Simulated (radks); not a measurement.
Results of a calculation; reference values are marked as such.
Species: the neodymium ion Nd34+. Configuration: [Ar] 3d8. Level of theory: Dirac Kohn-Sham, PBE, spin-unpolarised, spherical densities, point nucleus; open shells are shared between the two j in proportion to 2j + 1 (a radial shooting solver on a logarithmic mesh with Libxc functionals). Some entries of the table are withheld. Estimate them.

orbital,occ.,eigenvalue (eV),r(max) (bohr),<r^2> (bohr^2)
1s1/2,2,-44832.80,0.01509,0.0007596
2s1/2,2,-8441.267,0.08550,0.01188
2p1/2,2,-8072.488,0.06496,0.008676
2p3/2,4,-7548.605,0.07037,0.009906
3s1/2,2,(1),0.2396,0.07586
3p1/2,2,-2673.031,0.2260,(2)
3p3/2,4,-2559.995,0.2369,(3)
3d3/2,3.2,-2303.643,0.1876,0.06017
3d5/2,4.8,-2278.317,0.1907,0.06187

Answer. 
(1) 3s1/2 eigenvalue (eV): -2826.227
(2) 3p1/2 <r^2> (bohr^2): 0.07038
(3) 3p3/2 <r^2> (bohr^2): 0.07663
